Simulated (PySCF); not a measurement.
NMR data sheet: C$_{8}$H$_{9}$ClSi

* Formula: C8H9ClSi
* SMILES: C#CCC1=C[SiH2]C=C(Cl)C1
* Point group of the computed structure: C1
* Degrees of unsaturation: 5
* Carbon signals: 8
* Proton signals: 6

Atoms are numbered as in `[CH:1]#[C:2][CH2:3][C:4]1=[CH:5][SiH2:6][CH:7]=[C:8]([Cl:9])[CH2:10]1`; H(Xn) means a hydrogen on atom n.

How the numbers were obtained: geometry from GFN2-xTB, shielding tensors at PBE0/pcSseg-1 (GIAO), in PySCF (no solvent model, a single conformation, no relativistic terms, averaged over atoms made equivalent by symmetry, fast rotation or ring inversion).

Shifts are taken against calculated references (same method and geometry level): ¹H (σref 31.72) and ¹³C (σref 186.93) and ²⁹Si (σref 349.16) against TMS.

```tsv
carbon	δC, type	δH (multiplicity)	HMBC from (2–3 bonds)	span of the C tensor (ppm)
C1	78.0, CH	1.57 (t)	H(C3)	213
C2	86.1, C	–	H(C3), H(C1)	293
C3	35.3, CH2	3.05 (d)	H(C5), H(C10), H(C1)	42
C4	160.6, C	–	H(C5), H(Si6), H(C10), H(C3)	246
C5	120.8, CH	5.93 (t)	H(C7), H(Si6), H(C10), H(C3)	204
C7	120.5, CH	6.20 (t)	H(C5), H(Si6), H(C10)	199
C8	158.2, C	–	H(C7), H(Si6), H(C10)	184
C10	43.9, CH2	3.41 (s)	H(C7), H(C5), H(C3)	50
```

Other nuclei:
| atoms | nucleus | environment | δ (ppm) | σ (ppm) |
| --- | --- | --- | --- | --- |
| H(Si6) | ¹H | hydrogen on a silicon bonded to 2 C, in a 6-membered ring | 4.80 | 26.91 |
| Si6 | ²⁹Si | silicon bonded to 2 C, 2 H, in a 6-membered ring | -65.4 | 414.6 |

- Carbon types of the structure: 3 × C, 3 × CH, 2 × CH2, leaving 2 H on heteroatoms.
- δC 160.6, 158.2: fully substituted alkene carbon; an sp2 carbon of a C=C bond.
- δC 120.8, 120.5: alkene CH; an sp2 carbon of a C=C bond.
- δC 86.1: alkyne carbon; the triple bond shields along its axis, which puts it between sp3 and sp2 carbons.
- δC 78.0: terminal alkyne carbon; sp carbons lie upfield of alkene carbons because the cylindrical π system leaves one tensor component strongly shielded.
- δH 1.57: hydrogen on a terminal alkyne carbon; it lies on the axis of the triple bond, in its shielding cone.

Carbons that carry Cl, above all several Cl atoms, come out too deshielded, partly because spin–orbit coupling is missing. Shifts are as computed. Against solution values, carbons near 30 ppm lie about +3 ppm off and those near 130 ppm about +5 ppm; carbons on Cl a further +6 ppm. Of 1309 compounds with measured shifts, 239 miss one by over three times the rms of a fit or turn the order of signals round; such compounds aren't used in these exercises. Multiplicities follow the n + 1 count of equivalent neighbours, as no J values were calculated; m marks all less simple cases, F and P coupling included.
